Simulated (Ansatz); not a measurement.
A structure relaxed at r2SCAN-D4/def2-SVPD in Ansatz, charge -1, singlet:

```xyz
7

Na    0.655    0.698   -1.876
Na   -1.994   -0.638    0.236
Na    1.413   -0.425    1.503
I     2.895    1.640   -0.105
I    -1.131   -0.387    3.105
I    -2.284    1.318   -2.029
I     0.446   -2.206   -0.833
```

Task: Give its formula and point group.

Result: the cluster Na3I4⁻ (the lowest singlet isomer of a short search). Point group C3v (tolerance 0.1 Å).

Task: Summarise the bond lengths by kind (pairs closer than 1.2 times the sum of covalent radii, bridged metal pairs left out).

Result: 9 × I–Na 3.01 to 3.09 Å.

In the def2 sets I takes a core potential; there is no spin–orbit coupling. The structure comes from a short search, and lower isomers may exist.
